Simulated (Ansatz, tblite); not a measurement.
Cost and result up the ladder for Si(GeH3)2H2 (SiGe2H8) (11 atoms). Total charge 0; singlet. Geometry: PBE0-D4/def2-SVP.

```csv
atom,x (Å),y (Å),z (Å)
Si1,-0.247,-0.859,0.422
Ge2,-0.086,1.215,1.586
H3,1.258,1.898,1.273
H4,-0.185,1.006,3.109
H5,-1.223,2.158,1.146
Ge6,0.264,-0.593,-1.891
H7,1.725,-0.133,-2.057
H8,-0.654,0.470,-2.523
H9,0.078,-1.917,-2.656
H10,-1.635,-1.400,0.568
H11,0.706,-1.843,1.024
```

Ansatz on 2 threads of Arm Neoverse V2 on a shared host; xTB runs through tblite on one thread. Times are rough, summed over both states, and most runs start from the orbitals of an earlier one. CAM-B3LYP-D4/def2-TZVP serves as the yardstick here, not as an exact answer. The other state is a doublet.

The xTB rows come from tblite. LC-ωPBE has ω = 0.4 bohr⁻¹.

Raw xTB energies of ions are shifted by several eV.

```csv
level,functions,vertical IE (eV),difference from CAM-B3LYP-D4/def2-TZVP (eV)
PBE0-D4/def2-TZVP,181,9.75,-0.12
r2SCANh-D4/def2-TZVP,181,9.73,-0.15
BHLYP-D4/def2-TZVP,181,9.82,-0.05
CAM-B3LYP-D4/def2-TZVP,181,9.87,0.00
revPBE-D4/def2-TZVP,181,9.57,-0.30
GFN2-xTB,35,12.76,2.89
r2SCAN-D4/def2-TZVP (with forces),181,9.67,-0.20
LC-ωPBE/def2-TZVP,181,9.98,0.10
GFN1-xTB,43,13.69,3.81
PBE-D4/def2-TZVP (with forces),181,9.56,-0.31
```

Estimate how long each takes.

GFN2-xTB 0.008 s; GFN1-xTB 0.011 s; revPBE-D4/def2-TZVP 7.9 s; PBE-D4/def2-TZVP (with forces) 8.2 s; PBE0-D4/def2-TZVP 12 s; BHLYP-D4/def2-TZVP 14 s; CAM-B3LYP-D4/def2-TZVP 14 s; LC-ωPBE/def2-TZVP 18 s; r2SCAN-D4/def2-TZVP (with forces) 19 s; r2SCANh-D4/def2-TZVP 22 s. On shared hardware such times vary by a factor of up to 3.
